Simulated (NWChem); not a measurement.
Molecule: disulfane (H₂S₂); SMILES SS

All runs: NWChem. The geometry was optimised at PBE0/def2-SVP. Level SCAN/def2-SVP: energy and gradient on several grids; changes count from the extra-fine grid, which is no exact limit either.

```tsv
grid	size of the energy change (μHa)	largest change of a gradient component (μHa/bohr)
xcoarse	20000	2000
coarse	3000	200
medium	200	400
fine	100	90
xfine	< 10	< 30
```
